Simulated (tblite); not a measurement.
C5H9NOSi.
Geometry (GFN2-xTB, Å), atoms numbered from 1 in this order:
```xyz
17
C5H9NOSi angstrom
C     -2.0242    2.3089   -0.9502
C     -1.9549    1.2584   -0.3715
Si    -1.8363   -0.3623    0.5144
C     -0.5619   -1.4976   -0.3819
N      0.7887   -0.9946   -0.3208
C      1.0960    0.0537    0.4435
C      2.5349    0.5065    0.4021
O      0.2506    0.6144    1.1264
H     -2.0867    3.2315   -1.4528
H     -1.8286   -0.4117    1.9700
H     -3.0991   -1.0373    0.1004
H     -0.5915   -2.4962    0.0626
H     -0.8443   -1.6047   -1.4312
H      1.5010   -1.4416   -0.8776
H      2.7314    1.1601    1.2468
H      2.7030    1.0661   -0.5167
H      3.2150   -0.3416    0.4266
```

Computed values, GFN2-xTB/tblite, gas phase, harmonic and unscaled. Errors from tens to a few hundred cm⁻¹ against measured bands are possible. Modes of hydrogen on silicon can be 10 to 20 % off. One conformer, not necessarily the lowest.

Harmonic wavenumbers (cm⁻¹): 36.1, 52.1, 89.3, 123.8, 155.4, 178.6, 248.3, 277.6, 341.3, 443.1, 477.7, 498.2, 579.0, 596.7, 630.0, 661.9, 672.0, 678.6, 694.3, 752.2, 800.5, 899.3, 947.0, 999.3, 1007.7, 1122.9, 1196.4, 1216.7, 1265.3, 1374.7, 1453.6, 1454.8, 1467.6, 1494.3, 1694.9, 2042.8, 2217.3, 2307.6, 2933.0, 2967.9, 3020.3, 3034.1, 3066.7, 3350.5, 3429.0.

A = 2507, B = 1297, C = 1032 MHz; mass 127.045 u (most abundant isotopes); point group C1, symmetry number 1.

Problem. Zero-point energy?

Solution. Half the sum of the wavenumbers: 27475 cm⁻¹ = 328.68 kJ/mol.

Problem. What is S at 350 K and 1 bar for an ideal gas of classical rigid rotors and harmonic oscillators?

Solution. Translation 172.61, rotation 123.13, vibration 158.22: S = 454.0 J/(mol K).

Problem. And Cp and H(350 K) − H(0)?

Solution. Cp = 184.61 J/(mol K), of which vibrations give 151.35 (their classical limit is 45 R = 374.2); H(350 K) − H(0) = 39.55 kJ/mol without the zero-point energy, 27.91 from vibrations.

Problem. What must be added to the electronic energy to get the Gibbs energy at 350 K and 1 bar?

Solution. ZPE + [H(350 K) − H(0)] − T·S = 328.68 + 39.55 − 158.89 = 209.34 kJ/mol.

Problem. Blend soft modes into free rotors: weight 1/[1 + (100 cm⁻¹/ν̃)⁴] for the oscillator and the rest for a rotor with moment μB/(μ + B), μ = h/(8π²ν), B = 10⁻⁴⁴ kg m². What vibrational entropy results?

Solution. 142.46 J/(mol K) in place of 158.22, which changes −T·S at 350 K by +5.52 kJ/mol.

Hindered rotation and anharmonicity are outside this model. Other conformers, if any are populated, would add a mixing term that is left out. The structure is chiral; the term R ln 2 for an equal mix with its mirror image is left out.
